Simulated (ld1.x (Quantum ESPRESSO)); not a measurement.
## Before and after: TM potential for V (Z = 23)

- Element: vanadium
- Generator: ld1.x (Quantum ESPRESSO) 7.5
- Type: norm-conserving Troullier–Martins (Kleinman–Bylander form)
- Functional: PBEsol
- Relativity: scalar-relativistic
- Frozen core: [Ar]
- Valence charge: 5
- Reference configuration: 3d3 4s0.5 4p0 (charge +1.5)
- Partial waves: 4p (bound, empty): rc 3.15 bohr; 3d (bound): rc 1.00 bohr; 4s (bound): rc 1.90 bohr
- Local potential: the s channel
- Core correction: none

Change: wave 3d (bound): rc 1.00 bohr becomes 3d (bound): rc 1.40 bohr.

Cutoffs: the cutoffs (Ry, on a coarse ladder) from which the occupation-weighted sum of valence levels, in a spherical-Bessel basis at the reference potential, stays within 10 and 1 mRy of its value at 400 Ry; they do not see the model core or the augmentation charge, which bear on the density cutoff. Errors are all-electron minus pseudo energies relative to the spin-unpolarised reference configuration.

Question: Predict the effect on cutoff, ghosts and configuration errors.

Answer: The potential gets softer (160 Ry and 200 Ry → 100 Ry and 110 Ry); the errors of the 7 common tests hardly move; neither file shows a bound ghost. A larger radius leaves more room for a smooth pseudo-wave, so fewer plane waves are needed.

| quantity | base | changed |
| --- | --- | --- |
| cutoff, loose | 160 Ry | 100 Ry |
| cutoff, tight | 200 Ry | 110 Ry |
| loose cutoff by channel (10 mRy a level) | d 140 Ry, s 18 Ry | d 90 Ry, s 18 Ry |
| bound ghosts | none | none |
| error for 3d3 4s2 4p0, meV [ΔE -14.02 eV] | +55 | +56 |
| error for 3d3 4s1 4p0, meV [ΔE -6.27 eV] | +14 | +15 |
| error for 3d3 4s0 4p0, meV [ΔE 7.93 eV] | +38 | +38 |
| error for 3d2 4s0 4p0, meV [ΔE 36.78 eV] | -254 | -216 |
| error for 3d3 4s0 4p2, meV [ΔE -7.14 eV] | +9.7 | +9.9 |
| error for 3d3 4s1 4p1, meV [ΔE -10.65 eV] | +27 | +28 |
| error for 3d3 4s1.5 4p0, meV [ΔE -10.92 eV] | +37 | +37 |
| s: phases at 3.39 bohr within 0.05 rad from the reference energy up to (Ry; the scan ends near 5) | 0.2 | 0.2 |
| p: phases at 3.39 bohr within 0.05 rad from the reference energy up to (Ry; the scan ends near 5) | 1.7 | 1.7 |
| d: phases at 3.39 bohr within 0.05 rad from the reference energy up to (Ry; the scan ends near 5) | -0.4 | -0.4 |
